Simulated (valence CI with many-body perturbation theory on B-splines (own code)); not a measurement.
# W61+: calculated level list

Method: relativistic CI+MBPT: three valence electrons over a frozen Dirac-Fock core [Ne], radial functions for each j: 11 s, 11 p, 10 d, 8 f, 5 g, 2 h, with the one-electron correlation potential Σ1 (screened to all orders), the two-electron term Σ2, the three-electron term Σ3, Breit, model QED; selected single and double excitations, second order for the rest, scaled by the run's own slope (own B-spline code, finite nucleus).

No measured spectrum was set against this ion. As an estimate, large intervals hold to a few tenths of a per cent, small ones and those within an open d or f shell to about a per cent.

Levels 46 to 90 of 157, with energies above the lowest level, (3s^2 3p1/2) J=1/2. "Leading %" is the weight of the configuration and term that name the level; weights of strongly mixed levels are sums over their largest components and can fall short, so below about 35 % the name and the second component can differ from the true leading terms, or belong to a minority configuration. In the jj column 3d3/2^4 stands for four electrons in 3d with j = 3/2. Lifetimes count E1, E2, E3, M1 and M2 decay at the calculated energies, and are blank where another channel may lead or the interval is too uncertain; long ones can be off by a factor of two.

| No. | Configuration | Term | J | E (eV) | Leading % | Lifetime | Leading jj | Second component |
| --- | --- | --- | --- | --- | --- | --- | --- | --- |
| 46 | 3p2.3d | 2D | 3/2 | 1292.8 | 34 | 292 fs | 3p1/2 3p3/2 3d3/2 (83 %) | 23 % 3p2.3d 2P |
| 47 | 3p2.3d | 2D | 5/2 | 1293.9 | 30 | 331 fs | 3p1/2 3p3/2 3d3/2 (85 %) | 22 % 3p2.3d 4F |
| 48 | 3p2.3d | 4P | 1/2 | 1297.4 | 32 | 358 fs | 3p1/2 3p3/2 3d3/2 (86 %) | 30 % 3p2.3d 2P |
| 49 | 3s.3d2 | 4F | 3/2 | 1321.6 | 72 | 246 fs | 3s 3d3/2^2 (82 %) | 14 % 3s.3d2 2D |
| 50 | 3s.3d2 | 4F | 5/2 | 1335.1 | 46 | 215 fs | 3s 3d3/2^2 (77 %) | 21 % 3s.3d2 2D |
| 51 | 3p2.3d | 4D | 7/2 | 1343.5 | 48 | 626 fs | 3p1/2 3p3/2 3d5/2 (98 %) | 33 % 3p2.3d 4F |
| 52 | 3p2.3d | 2G | 9/2 | 1351.4 | 59 | 1.14 ps | 3p1/2 3p3/2 3d5/2 (92 %) | 33 % 3p2.3d 4F |
| 53 | 3s.3d2 | 4P | 1/2 | 1354.6 | 59 | 206 fs | 3s 3d3/2^2 (83 %) | 24 % 3s.3d2 2S |
| 54 | 3p2.3d | 2P | 3/2 | 1355.2 | 50 | 623 fs | 3p1/2 3p3/2 3d5/2 (94 %) | 22 % 3p2.3d 4P |
| 55 | 3p2.3d | 2D | 5/2 | 1359.5 | 44 | 636 fs | 3p1/2 3p3/2 3d5/2 (89 %) | 21 % 3p2.3d 4D |
| 56 | 3p2.3d | 2F | 7/2 | 1371.6 | 49 | 902 fs | 3p1/2 3p3/2 3d5/2 (79 %) | 18 % 3p2.3d 4F |
| 57 | 3p2.3d | 4P | 5/2 | 1373.9 | 40 | 518 fs | 3p1/2 3p3/2 3d5/2 (92 %) | 24 % 3p2.3d 2F |
| 58 | 3p2.3d | 2P | 1/2 | 1384.4 | 44 | 841 fs | 3p1/2 3p3/2 3d5/2 (86 %) | 36 % 3p2.3d 2S |
| 59 | 3p2.3d | 2D | 3/2 | 1387.9 | 60 | 518 fs | 3p1/2 3p3/2 3d5/2 (92 %) | 13 % 3p2.3d 4D |
| 60 | 3s.3d2 | 4F | 7/2 | 1401.4 | 81 | 384 fs | 3s 3d3/2 3d5/2 (82 %) | 8 % 3p2.3d 2F |
| 61 | 3s.3d2 | 4F | 5/2 | 1403.8 | 44 | 445 fs | 3s 3d3/2 3d5/2 (95 %) | 26 % 3s.3d2 4P |
| 62 | 3s.3d2 | 4P | 3/2 | 1409.7 | 84 | 463 fs | 3s 3d3/2 3d5/2 (99 %) | 9 % 3s.3d2 2D |
| 63 | 3s.3d2 | 2G | 9/2 | 1417.8 | 55 | 405 fs | 3s 3d3/2 3d5/2 (88 %) | 38 % 3s.3d2 4F |
| 64 | 3s.3d2 | 2F | 5/2 | 1425.7 | 50 | 317 fs | 3s 3d3/2 3d5/2 (84 %) | 30 % 3s.3d2 4P |
| 65 | 3s.3d2 | 2G | 7/2 | 1425.9 | 74 | 485 fs | 3s 3d3/2 3d5/2 (94 %) | 21 % 3s.3d2 2F |
| 66 | 3s.3d2 | 2D | 3/2 | 1430.7 | 35 | 329 fs | 3s 3d3/2 3d5/2 (83 %) | 34 % 3s.3d2 2P |
| 67 | 3s.3d2 | 2P | 1/2 | 1440.6 | 57 | 277 fs | 3s 3d3/2 3d5/2 (79 %) | 22 % 3s.3d2 4P |
| 68 | 3p3 | 2P° | 3/2 | 1453.1 | 51 | 175 fs | 3p3/2^3 (98 %) | 28 % 3p3 2D° |
| 69 | 3p.3d2 | 4G° | 5/2 | 1465.1 | 53 | 1.85 ps | 3p1/2 3d3/2^2 (99 %) | 36 % 3p.3d2 2F° |
| 70 | 3s.3d2 | 4F | 9/2 | 1483.6 | 62 | 1.53 ps | 3s 3d5/2^2 (95 %) | 37 % 3s.3d2 2G |
| 71 | 3s.3d2 | 2D | 5/2 | 1498.0 | 51 | 1.31 ps | 3s 3d5/2^2 (97 %) | 38 % 3s.3d2 4P |
| 72 | 3s.3d2 | 2F | 7/2 | 1506.1 | 64 | 1.29 ps | 3s 3d5/2^2 (91 %) | 20 % 3s.3d2 2G |
| 73 | 3p.3d2 | 2D° | 3/2 | 1507.7 | 41 | 284 fs | 3p1/2 3d3/2^2 (98 %) | 36 % 3p.3d2 4F° |
| 74 | 3p.3d2 | 2P° | 1/2 | 1507.9 | 44 | 526 fs | 3p1/2 3d3/2^2 (98 %) | 40 % 3p.3d2 4D° |
| 75 | 3s.3d2 | 2P | 3/2 | 1512.4 | 52 | 1.06 ps | 3s 3d5/2^2 (91 %) | 35 % 3s.3d2 2D |
| 76 | 3s.3d2 | 2S | 1/2 | 1531.1 | 66 | 1.08 ps | 3s 3d5/2^2 (94 %) | 15 % 3s.3d2 2P |
| 77 | 3p.3d2 | 4G° | 7/2 | 1556.2 | 57 | 3.58 ps | 3p1/2 3d3/2 3d5/2 (99 %) | 14 % 3p.3d2 2G° |
| 78 | 3p.3d2 | 2D° | 5/2 | 1559.9 | 25 | 2.43 ps | 3p1/2 3d3/2 3d5/2 (99 %) | 23 % 3p.3d2 4F° |
| 79 | 3p.3d2 | 4D° | 3/2 | 1566.9 | 42 | 2.50 ps | 3p1/2 3d3/2 3d5/2 (99 %) | 21 % 3p.3d2 2D° |
| 80 | 3p.3d2 | 4P° | 1/2 | 1569.7 | 49 | 2.59 ps | 3p1/2 3d3/2 3d5/2 (100 %) | 28 % 3p.3d2 4D° |
| 81 | 3p.3d2 | 2H° | 9/2 | 1572.1 | 52 | 3.63 ps | 3p1/2 3d3/2 3d5/2 (99 %) | 32 % 3p.3d2 2G° |
| 82 | 3p.3d2 | 4D° | 5/2 | 1594.3 | 28 | 405 fs | 3p1/2 3d3/2 3d5/2 (99 %) | 18 % 3p.3d2 4F° |
| 83 | 3p.3d2 | 2F° | 7/2 | 1599.7 | 45 | 462 fs | 3p1/2 3d3/2 3d5/2 (97 %) | 28 % 3p.3d2 2G° |
| 84 | 3p.3d2 | 2P° | 3/2 | 1605.0 | 31 | 370 fs | 3p1/2 3d3/2 3d5/2 (98 %) | 26 % 3p.3d2 4D° |
| 85 | 3p2.3d | 2D | 3/2 | 1645.3 | 35 | 183 fs | 3p3/2^2 3d3/2 (99 %) | 25 % 3p2.3d 4P |
| 86 | 3p2.3d | 4D | 5/2 | 1652.9 | 26 | 190 fs | 3p3/2^2 3d3/2 (95 %) | 22 % 3p2.3d 2F |
| 87 | 3p2.3d | 4P | 1/2 | 1655.1 | 45 | 180 fs | 3p3/2^2 3d3/2 (97 %) | 28 % 3p2.3d 2P |
| 88 | 3p2.3d | 2F | 7/2 | 1656.9 | 46 | 198 fs | 3p3/2^2 3d3/2 (98 %) | 27 % 3p2.3d 2G |
| 89 | 3p.3d2 | 4D° | 7/2 | 1658.9 | 36 | 1.77 ps | 3p1/2 3d5/2^2 (98 %) | 18 % 3p.3d2 4F° |
| 90 | 3p.3d2 | 2G° | 9/2 | 1663.3 | 30 | 2.46 ps | 3p1/2 3d5/2^2 (98 %) | 29 % 3p.3d2 4G° |
